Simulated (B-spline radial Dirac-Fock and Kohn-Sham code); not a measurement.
Satellites and hypersatellites of the K lines of I⁺

System: the I⁺ ion, 1s2 2s2 2p6 3s2 3p6 3d10 4s2 4p6 4d10 5s2 5p4, inside a Watson sphere of charge -1 and radius 1.8 Å (a model of the Madelung potential; inside it an electron's potential energy is raised by 8.0 eV).

Input file task.json (cfg lists n, l and occupation; rrms is the nuclear radius in fm):

```json
{"items": [{
  "Z": 53,
  "q": 1,
  "cfg": [[1, 0, 2], [2, 0, 2], [2, 1, 6], [3, 0, 2], [3, 1, 6], [3, 2, 10], [4, 0, 2], [4, 1, 6], [4, 2, 10], [5, 0, 2], [5, 1, 4]],
  "A": 127,
  "rrms": 4.75,
  "watson": [-1, 1.8],
  "do": ["binding", "quiet", "double"]
}]}
```

Command: `python xray_run.py task.json out`

Method: Dirac-Fock ΔSCF + Breit + QED. Computed with an atomic code on a B-spline grid. Each two-hole energy is an average over J within one jj subconfiguration, not an observable level; in light atoms, where LS coupling holds, the j-resolved values are not observed lines, and for a K spectator the Kα1 hypersatellite is nearly forbidden. No correlation.

Lines without a spectator: Kα2 (K-L2) 28315.2 eV, Kα1 (K-L3) 28610.0 eV, Kβ3 (K-M2) 32233.9 eV, Kβ1 (K-M3) 32290.6 eV. Shifts in eV with one spectator hole (a dash: not computed, or left out as unreliable):

| spectator hole | Kα2 | Kα1 | Kβ3 | Kβ1 |
| --- | --- | --- | --- | --- |
| K (1s) | +620.2 | +642.6 | +792.9 | +797.8 |
| L2 (2p1/2) | +69.6 | +88.5 | – | +185.1 |
| L3 (2p3/2) | +66.1 | +66.9 | +160.9 | – |
| M2 (3p1/2) | – | +10.61 | +23.50 | +28.44 |
| M3 (3p3/2) | +7.49 | – | +23.58 | +23.04 |
| M4 (3d3/2) | +1.44 | -1.42 | – | – |
| M5 (3d5/2) | -2.01 | +0.16 | – | – |
